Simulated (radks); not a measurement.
Values are calculated unless marked as measured or tabulated.
Ionisation of As+, [Ar] 3d10 4s2 4p2, to As2+, [Ar] 3d10 4s2 4p1, under several functionals. Scalar-relativistic Kohn-Sham, spin-polarised, spherical densities, finite nucleus; open shells are filled with parallel spins first; a radial shooting solver on a logarithmic mesh with Libxc functionals.

functional,E(As+) (hartree),Exc (hartree),IE (eV),-e(HOMO) (eV),<r> HOMO (bohr),IE error (eV)
RPBE,-2260.72217,-83.62795,18.537,14.059,2.295,-0.052
exchange-only LDA,-2254.52403,-77.32386,17.705,13.242,2.320,-0.885
exchange-only r2SCAN,-2259.31459,-82.15625,18.135,13.798,2.299,-0.454
BP86,-2261.10707,-84.01569,18.680,14.157,2.286,+0.091
exchange-only PBE,-2258.96041,-81.82704,17.817,13.365,2.328,-0.772
"LDA (Slater exchange, Perdew-Zunger correlation)",-2257.42010,-80.27053,18.665,14.122,2.287,+0.076
BLYP,-2260.90244,-83.80213,18.377,13.818,2.296,-0.212
OLYP,-2261.46080,-84.44606,18.450,13.948,2.282,-0.139

NIST Atomic Spectra Database: 18.589 eV (measured). Closest: RPBE. The Delta-SCF values span 0.98 eV, the total energies 6.94 hartree. The highest occupied level is 4p. Open shells are spherical and high-spin; term and fine-structure splittings are not resolved.
